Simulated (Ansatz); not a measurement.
The same path of a periodic cell of 17 atoms, Be$_{16}$H (host Be, host structure hcp, interstitial H) was run twice with different band settings.

Theory: DFT PBE, scalar-relativistic, plane waves, PAW (Ansatz 0.2.0). Settings: cutoff 420 eV, k mesh 5x6x4, gaussian smearing 0.05 eV, no spin polarisation.

Relaxed end points:

```xyz
17
Lattice="-2.2900 -3.9664 0.0000 3.4350 -1.9832 0.0000 0.0000 0.0000 7.1769" Properties=species:S:1:pos:R:3
Be -0.013 -3.960 -0.017
Be 0.032 -2.626 1.768
Be 0.031 -3.986 3.607
Be 0.007 -2.642 5.375
Be -1.146 -1.977 0.003
Be 2.284 -2.641 1.792
Be -1.146 -1.946 3.609
Be 2.284 -2.641 5.402
Be 1.150 -1.987 -0.024
Be 1.143 -0.701 1.768
Be 1.152 -1.987 3.588
Be 1.145 -0.669 5.375
Be -0.007 -0.004 0.003
Be 1.115 -4.612 1.769
Be -0.035 -0.021 3.609
Be 1.159 -4.637 5.395
H -1.136 -3.307 2.689
```

```xyz
17
Lattice="-2.2900 -3.9664 0.0000 3.4350 -1.9832 0.0000 0.0000 0.0000 7.1769" Properties=species:S:1:pos:R:3
Be 0.027 -3.982 -0.023
Be 0.036 -2.625 1.817
Be -0.015 -3.958 3.602
Be 0.005 -2.641 5.387
Be -1.142 -1.947 -0.023
Be 2.282 -2.639 1.797
Be -1.146 -1.976 3.582
Be 2.283 -2.640 5.361
Be 1.152 -1.987 0.000
Be 1.145 -0.702 1.817
Be 1.152 -1.987 3.609
Be 1.145 -0.667 5.387
Be -0.029 -0.021 -0.023
Be 1.109 -4.607 1.814
Be -0.006 -0.003 3.582
Be 1.156 -4.634 5.366
H -1.169 -3.287 0.883
```

Common settings: end points relaxed.

| run | movable images | climbing image | spring | optimiser | start path | force threshold | iteration limit |
| --- | --- | --- | --- | --- | --- | --- | --- |
| 1 | 5 | yes | 1.0 eV/Å² | fire | IDPP | 0.03 eV/Å | 80 |
| 2 | 6 | from the first iteration | 5.0 eV/Å² | quadratic models (default) | default | 0.05 eV/Å | 50 |

(1) What does each run give, and how far can it be trusted?

Results:

(1) Run 1: converged after 29 iterations, highest image 0.476 eV above the first end. By the program's own check the climbing image is of a kind that is not told: the force calls were inconclusive, a negative curvature could not be distinguished from the path's own, the only one lies far off the path, or fixed occupations may fill a level only in part (lowest curvatures found: -2.90 and 2.62 eV/Å²).
Run 2: converged after 4 iterations, highest image 0.475 eV above the first end. The order of the point at the top wasn't checked.
Limits of this set-up: coarse k mesh, odd electron count without spin, a small cell, in which the defect meets its images, a typed lattice constant that wasn't relaxed here.
